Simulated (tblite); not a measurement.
C8H7 (doublet state).
Numbering: `[CH:1]#[C:2][CH2:3][CH2:4][C:5]#[C:6][C:7]=[CH2:8]` (hydrogens: H9 on C1; H10, H11 on C3; H12, H13 on C4; H14, H15 on C8)

Computed geometry: GFN2-xTB, gas phase. This method treats the open shell by occupation alone, without spin polarisation.

**Question.** What internal coordinates does the optimisation give?

**Answer.** 
```csv
bond,length (bohr),order
C1≡C2,2.262,triple
C2–C3,2.733,single
C3–C4,2.924,single
C4–C5,2.718,single
C5≡C6,2.329,triple
C6–C7,2.474,single
C7=C8,2.449,double
C1–H9,1.982,single
"C3–H10, C3–H11",2.067,single
"C4–H12, C4–H13",2.070,single
C8–H14,2.046,single
C8–H15,2.050,single
```

Bonds in one row agree within 0.02 bohr and their mean is given. Orders are formal, as drawn. A selection of angles:
```csv
angle,degrees
C2–C1–H9,178.6
C1–C2–C3,177.8
C2–C3–C4,110.8
C2–C3–H10,109.5
C4–C3–H10,109.5
H10–C3–H11,108.2
C3–C4–C5,111.4
C3–C4–H12,109.2
C5–C4–H12,109.6
H12–C4–H13,107.8
C4–C5–C6,169.7
C5–C6–C7,173.7
C6–C7–C8,172.4
C7–C8–H14,122.2
C7–C8–H15,122.6
H14–C8–H15,115.2
```

Dihedral angles: C2–C3–C4–C5 -179° (antiperiplanar). The mirror-image conformer, all signs reversed, is as good.

The 8 heavy atoms lie in one plane (0.005 Å rms). C8 (carbon bonded to C and 2 H) is planar (angles 122.6°, 122.2° and 115.2°, sum 360.0°, 0.00 Å off the plane of its three neighbours). The 7 C–C bonds span 1.197 Å (C1≡C2, drawn triple) to 1.548 Å (C3–C4, drawn single), a spread of 0.351 Å.

Point group: near Cs, missed by 0.30 Å at most; the miss may be what the optimiser left on a soft mode. Its GFN2-xTB frequencies are all real (lowest 43 cm⁻¹). 3 starts were optimised and ended at 0.00, 0.49 and 0.57 kcal/mol (GFN2-xTB); the lowest of these is shown.

On Intel Xeon Platinum 8259CL at 2.50 GHz, one thread, no GPU, on a shared host, this took 1.1 s. These figures are those of the optimisation.
